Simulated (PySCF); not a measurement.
# Unknowns

- geometry: GFN2-xTB
- GIAO PBE0/pcSseg-1 shieldings
- code: PySCF 2.14
- gas phase, a single conformation, averaged over atoms made equivalent by symmetry, fast rotation or ring inversion, non-relativistic

Chemical shifts δ = σref − σ; 1H (σ = 31.72 ppm), 13C (σ = 186.93 ppm) against TMS, all at this level. Where no couplings were computed, multiplicities follow the n + 1 count of equivalent neighbours, and m marks all less simple cases (inequivalent or close neighbours, rings, F or P nearby). Shifts are as computed. Against solution values, carbons near 30 ppm lie about +3 ppm off and those near 130 ppm about +5 ppm; carbons on Cl a further +6 ppm. Of 1309 compounds with measured shifts, 239 miss one by over three times the rms of a fit or turn the order of signals round; such compounds aren't used in these exercises. Carbons bonded to Cl come out too deshielded.

Q: C₅H₁₀ClNSi₂. 1H NMR (400 MHz, computed): δ 6.29 (m, 1H), 6.04 (m, 1H), 5.74 (m, 1H), 4.23 (s, 3H), 4.06 (m, 3H), 3.98 (m, 1H). 13C{1H} NMR (computed): δ 138.2, 125.8, 124.3, 53.0, 33.4. Identify the compound.

A: SMILES Cl[C@@H]([C@](C=C)([SiH3])C#N)[SiH3]. The formula gives 3 degrees of unsaturation (no ring in the answer). 5 carbon signals for 5 carbons: no two carbons are equivalent. Carbon types of the structure: 2 × C, 2 × CH, 1 × CH2, leaving 6 H on heteroatoms. δC 138.2: alkene CH; the olefinic region. δC 125.8: terminal =CH2 carbon; as expected for a trigonal carbon in a double bond. δC 124.3: nitrile carbon; typical of a nitrile. δH 6.29: hydrogen on an alkene CH; attached to an sp2 carbon and in the plane of the double bond.

This is the structure that produced the data.

Q: C₅H₈ClNSi. 1H NMR (500 MHz, computed): δ 7.05 (br s, 1H), 6.85 (br s, 1H), 0.60 (s, 6H). 13C{1H} NMR (computed): δ 157.0 (CH2), 129.2 (C), 123.0 (C), 3.5 (CH3). Give a structure.

A: `C=C(C#N)[Si](C)(C)Cl`. The formula gives 3 degrees of unsaturation (no ring in the answer). 4 carbon signals for 5 carbons: some carbons are equivalent by symmetry or fast rotation. Carbon types of the structure: 2 × C, 1 × CH2, 2 × CH3, which accounts for all hydrogens. δC 157.0: terminal =CH2 carbon; as expected for a trigonal carbon in a double bond. δC 129.2: fully substituted alkene carbon; an sp2 carbon of a C=C bond. δC 123.0: nitrile carbon; C≡N carbons fall here, among the sp2 signals but without a proton. δH 7.05, 6.85: hydrogen on a terminal =CH2 carbon; olefinic region.

The data come from this structure; uniqueness wasn't tested.
